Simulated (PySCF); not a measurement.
A run that did not reach its result, on `FC(F)(F)c1ccc[n-]1` (driver script around PySCF, density fitting, GFN2-xTB geometry as the base; each input is a line of settings and coordinates in Å).

Command:
```bash
OMP_NUM_THREADS=1 python probes_run.py task.json out
```
Input:
```
{"job": {"kind": "j", "xc": "X3LYP", "basis": "IGLO-II", "scf": {"diis": false, "max_cycle": 98}}, "charge": -1, "multiplicity": 1}
F      2.260827    -1.276659     0.419121
C      1.832535    -0.023772     0.094778
F      2.462914     0.792868     0.976284
F      2.491844     0.227642    -1.094064
C      0.378687     0.101580     0.044789
C     -0.539038    -0.931285    -0.143347
C     -1.788828    -0.313413    -0.135089
C     -1.539887     1.040104     0.049950
N     -0.233639     1.307798     0.157940
H     -0.312210    -1.978264    -0.261347
H     -2.750977    -0.789937    -0.247150
H     -2.261031     1.842652     0.112108
```

Output:
```
final grid: 117960 points
cycle   1  E = -546.4031200465  dE =  1.653e+00  |g| = 1.073e+00  |ddm| = 3.161e+00
cycle   2  E = -546.1239088338  dE =  2.792e-01  |g| = 1.717e+00  |ddm| = 1.880e+00
cycle   3  E = -545.6246908287  dE =  4.992e-01  |g| = 2.394e+00  |ddm| = 2.347e+00
cycle   4  E = -543.1174554040  dE =  2.507e+00  |g| = 4.469e+00  |ddm| = 5.171e+00
cycle   5  E = -533.5704105350  dE =  9.547e+00  |g| = 6.997e+00  |ddm| = 9.567e+00
cycle   6  E = -482.2333240120  dE =  5.134e+01  |g| = 1.358e+01  |ddm| = 1.702e+01
cycle   7  E = -224.3352566761  dE =  2.579e+02  |g| = 2.569e+01  |ddm| = 8.770e+01
cycle   8  E = -200.7680500912  dE =  2.357e+01  |g| = 2.666e+01  |ddm| = 8.944e+01
cycle   9  E = -107.8798956621  dE =  9.289e+01  |g| = 3.456e+01  |ddm| = 2.841e+01
cycle  10  E = -181.0449164505  dE = -7.317e+01  |g| = 2.994e+01  |ddm| = 2.631e+01
... (78 lines left out)
cycle  89  E = -107.3576571529  dE =  7.369e+01  |g| = 3.467e+01  |ddm| = 2.781e+01
cycle  90  E = -181.0451425475  dE = -7.369e+01  |g| = 2.995e+01  |ddm| = 2.781e+01
cycle  91  E = -107.3576571529  dE =  7.369e+01  |g| = 3.467e+01  |ddm| = 2.781e+01
cycle  92  E = -181.0451425475  dE = -7.369e+01  |g| = 2.995e+01  |ddm| = 2.781e+01
cycle  93  E = -107.3576571529  dE =  7.369e+01  |g| = 3.467e+01  |ddm| = 2.781e+01
cycle  94  E = -181.0451425475  dE = -7.369e+01  |g| = 2.995e+01  |ddm| = 2.781e+01
cycle  95  E = -107.3576571529  dE =  7.369e+01  |g| = 3.467e+01  |ddm| = 2.781e+01
cycle  96  E = -181.0451425475  dE = -7.369e+01  |g| = 2.995e+01  |ddm| = 2.781e+01
cycle  97  E = -107.3576571529  dE =  7.369e+01  |g| = 3.467e+01  |ddm| = 2.781e+01
cycle  98  E = -181.0451425475  dE = -7.369e+01  |g| = 2.995e+01  |ddm| = 2.781e+01
SCF not converged, last energy = -181.0451425475
```

On one thread of an Arm Neoverse V2 (shared host), this took 92 s of wall time.

Q: What went wrong, and what mends it?

A: The energy swings between two values 74 Eh apart, cycle after cycle, with a gradient of 3.0e+01 at cycle 98; DIIS was off. Go back to DIIS. Its energy and orbitals aren't self-consistent and shouldn't be used.

Shape of the structure used: `[F:1][C:2]([F:3])([F:4])[c:5]1[cH:6][cH:7][cH:8][n-:9]1`: F1–C2–C5–C6 -22°.
